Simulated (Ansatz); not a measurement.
Wavefunction ladder for F2Ga2H4S2 (`[F][Ga@H-]1[SH+][Ga@@H-]([F])[SH+]1`)

Z-matrix (Å, degrees):
```
Ga
S 1 2.385
S 1 2.385 2 95.4
F 1 1.766 2 102.5 3 -104.1
H 1 1.549 2 114.1 3 119.4
Ga 2 2.385 1 84.4 3 -5.2
H 2 1.347 1 91.6 3 86.2
H 3 1.347 1 91.6 2 -86.2
F 6 1.766 2 102.5 1 109.3
H 6 1.549 2 114.1 1 -114.2
```

Charge 0, multiplicity 1. Correlated methods include outer-core shells of Ga, which these sets cover unevenly. Scalar relativity is left out up to krypton. The structure was optimised at the PBE0-D4/def2-TZVP level. Frozen core, restricted reference, Ansatz 0.2.0.

```csv
basis,HF (Eh),MP2 corr.,CCSD corr.,(T),CCSD(T) total
def2-SVP,?,-1.07620,-1.09794,?,?
def2-TZVPP,-4843.08102,?,–,–,–
def2-QZVPP,?,-1.90414,–,–,–
```

Q: Fill in the withheld values. (Estimate.)

A: Ansatz gave: def2-SVP HF (Eh): -4842.05325; def2-SVP (T): -0.02972; def2-SVP CCSD(T) total: -4843.18091; def2-TZVPP MP2 corr.: -1.32876; def2-QZVPP HF (Eh): -4843.19344.
